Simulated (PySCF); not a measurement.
W(O)2(NH2)2 (H4N2O2W), SMILES [NH2][W]([NH2])(=[O])=[O], multiplicity 1. Geometry: PBE-D3(BJ)/def2-SVP. The multiplicity is an assumed one; no other spin state was optimised. The structure was generated by enumeration; whether it is a known compound was not checked. The def2 effective core potentials stand for the cores of W; spin–orbit coupling is left out. Other conformers were not sampled.

Computed equilibrium geometry at PBE-D3(BJ)/def2-SVP (PySCF confirms it by a frequency run) as a Z-matrix, and its point group (one conformer of several):
point group C2v.
```
W
O 1 1.7339
O 1 1.7339 2 114.13
N 1 1.9609 2 107.67 3 119.47
H 4 1.0243 1 124.45 2 -149.41
H 4 1.0243 5 110.96 1 -175.88
N 1 1.9609 2 107.67 3 -119.47
H 7 1.0243 1 124.45 2 -25.92
H 7 1.0243 8 110.96 1 -175.88
```
